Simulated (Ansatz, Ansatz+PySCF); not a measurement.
| atom | x (Å) | y (Å) | z (Å) |
| --- | --- | --- | --- |
| N | 1.1173 | 0.0000 | 0.0000 |
| C | 0.3342 | 1.1192 | 0.0000 |
| C | -0.9829 | 0.7107 | 0.0000 |
| C | -0.9829 | -0.7107 | 0.0000 |
| C | 0.3342 | -1.1192 | 0.0000 |
| H | 2.1270 | 0.0000 | 0.0000 |
| H | 0.7706 | 2.1157 | 0.0000 |
| H | -1.8524 | 1.3654 | 0.0000 |
| H | -1.8524 | -1.3654 | 0.0000 |
| H | 0.7706 | -2.1157 | 0.0000 |

Basis set: def2-SVP (spherical functions). Frozen core: 5 orbitals. Charge 0, multiplicity 1.

Computed with Ansatz (development build ahead of 0.2.0); each method stands on the lowest determinant of its kind that the runs found. Restricted open shells among the atoms or ions are ROHF, correlated in semicanonical orbitals with singles. Restricted functionals stand beside restricted open-shell atoms, which can lie above the unrestricted atoms usual in DFT and then raise those values.

The atomization energy at this shape (free ground-state atoms in the same class of orbitals less the molecule, no zero-point energy) of singlet C₄H₅N:

| method | atomization energy |
| --- | --- |
| ωB97X (restricted) | 1092.79 kcal/mol |
| ωB97X (unrestricted) | 1084.04 kcal/mol |
| r²SCAN (unrestricted) | 1088.13 kcal/mol |
| r²SCAN (restricted) | 1096.75 kcal/mol |
| PBE0 (restricted) | 1104.89 kcal/mol |
| PBE0 (unrestricted) | 1099.95 kcal/mol |
| PBE (unrestricted) | 1124.12 kcal/mol |
| PBE (restricted) | 1127.91 kcal/mol |
| RHF-MP2 | 1049.03 kcal/mol |
| UHF-MP2 | 1047.99 kcal/mol |
| UHF | 781.60 kcal/mol |

**Question.** What does RHF give?

**Answer.** 794.07 kcal/mol.
